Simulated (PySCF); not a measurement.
SiOCl₂, SMILES Cl[Si](Cl)=O.

Geometry optimised at PBE-D3(BJ)/def2-SVP.

These are PBE/def2-TZVPD in PySCF values and carry that method's errors.

Symmetry labels are those of the subgroup C2v that the program uses (full group C2v).

Task: List the valence orbital energies around the gap with their symmetry. (Estimate from the structure and the level; the computed values follow.)

Result: 
```
orbital  symmetry  energy (eV)
-------  --------  -----------
HOMO−7         B2       -11.25
HOMO−6         B1       -10.00
HOMO−5         A1        -9.94
HOMO−4         A2        -9.19
HOMO−3         A1        -9.00
HOMO−2         B2        -8.87
HOMO−1         B1        -7.92
HOMO           B2        -7.41
LUMO           A1        -3.27
LUMO+1         B1        -2.82
LUMO+2         A1        -0.27
LUMO+3         B2         0.11
```
